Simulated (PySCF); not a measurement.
Compound: C8H10N2.
Structure used (PBE0-D3(BJ)/def2-SVP), in Å, numbered top down from 1:
```
atom  x, y, z in Å
C1     3.0280   -1.0222   -0.5758
C2     1.7196   -0.8658   -0.3338
C3     1.0866    0.3015    0.2573
C4     1.6543    1.5387    0.6693
N5     0.7444    2.3585    1.1661
N6    -0.3984    1.6820    1.0873
C7    -0.2704    0.4445    0.5498
C8    -1.4109   -0.4808    0.3951
C9    -1.8255   -0.9470   -0.9740
C10   -2.7008    0.0005   -0.2166
H11    3.7609   -0.2478   -0.3322
H12    3.4099   -1.9396   -1.0285
H13    1.0373   -1.6823   -0.5958
H14    2.6951    1.8557    0.6132
H15   -1.2574    2.1055    1.4136
H16   -1.5116   -1.2204    1.1986
H17   -2.1502   -1.9843   -1.0836
H18   -1.2649   -0.5521   -1.8250
H19   -3.6343   -0.3773    0.2066
H20   -2.7493    1.0358   -0.5652
```

All values: PBE0/pcSseg-1 (PySCF, non-relativistic), on one gas-phase PBE0-D3(BJ)/def2-SVP geometry that isn't relaxed in the solvent. The solvent is an IEF-PCM continuum (cavity from Bondi-type radii × 1.2). Specific hydrogen bonds and non-electrostatic terms are outside this model.

| run | E − E(gas) (kcal/mol) | HOMO (eV) | HOMO–LUMO gap (eV) | dipole (D) |
| --- | --- | --- | --- | --- |
| gas | 0.00 | -6.27 | 5.90 | 2.94 |
| P | -3.63 | -6.31 | 5.92 | 3.37 |
| Q | -8.18 | -6.39 | 5.94 | 3.89 |

**Question.** The runs were made in benzene and dimethylsulfoxide. Which run belongs to which solvent?

**Answer.** P = benzene, Q = dimethylsulfoxide. The dielectric constants are 2.271 (benzene), 46.83 (dimethylsulfoxide), and the energy falls further as ε rises. In this model the ground state sees the solvent through ε alone.

**Question.** How constant is the ratio of the lowering to (ε − 1)/(2ε + 1)?

**Answer.** 
```csv
solvent,(ε − 1)/(2ε + 1),E − E(gas) (kcal/mol),ratio (kcal/mol),polarisation term (kcal/mol)
benzene,0.229,-3.63,-15.8,-3.86
dimethylsulfoxide,0.484,-8.18,-16.9,-9.42
```

The ratio changes by +6.9 % in size from benzene to dimethylsulfoxide. The polarisation term is half the interaction of the solute with the induced surface charges.

Time: 37 s; peak memory 1.2 GiB. Hardware: one thread of an Arm Neoverse V1, no GPU, on a shared host. This is the whole shielding run at PBE0/pcSseg-1 in dimethylsulfoxide, SCF included.
